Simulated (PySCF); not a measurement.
The numbers are results of PBE-D3(BJ)/def2-TZVP // B3LYP-D3(BJ)/def2-SVP (PySCF), not measurements. Isolated molecules, 0 K electronic values unless said otherwise. One relaxed conformer stands for a flexible species; it need not be the lowest. Excitations are Tamm–Dancoff values on a coarser integration grid. The basis has no diffuse functions, so Rydberg states are missing or too high.

Reference species (SMILES): `Bc1cc(O)ccn1` (neutral, multiplicity 1).

```
Property            Value
---------------  --------
HOMO             -5.83 eV
S1–T1 gap (TDA)   0.28 eV
HOMO–LUMO gap     2.65 eV
```

After one change: the HOMO decreases by 0.39 eV; the S1–T1 gap (TDA) increases by 0.20 eV; the HOMO–LUMO gap rises by 0.33 eV.

Problem. Name the change that produced these shifts. The new species is one of these.
A. `Bc1ccc(O)cn1`
B. `Bc1ncccc1O`
C. `Bc1cnccc1O`
D. `Bc1cccc(O)n1`

Solution. D, `Bc1cccc(O)n1`
